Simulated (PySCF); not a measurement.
A structure optimised at B3LYP-D3(BJ)/def2-SVP, used in a PySCF frequency run:

```
B
O 1 1.3350
H 2 0.9685 1 114.71
I 1 2.1461 2 118.16 3 180.00
I 1 2.1680 2 121.03 3 0.00
```
Charge 0, spin multiplicity 1.

### Question
Write its SMILES, formula and point group.

### Answer
OB(I)I, BHI2O, Cs

### Question
What are its rotational constants (standard atomic weights)?

### Answer
4.9268, 0.56552, 0.50729 GHz
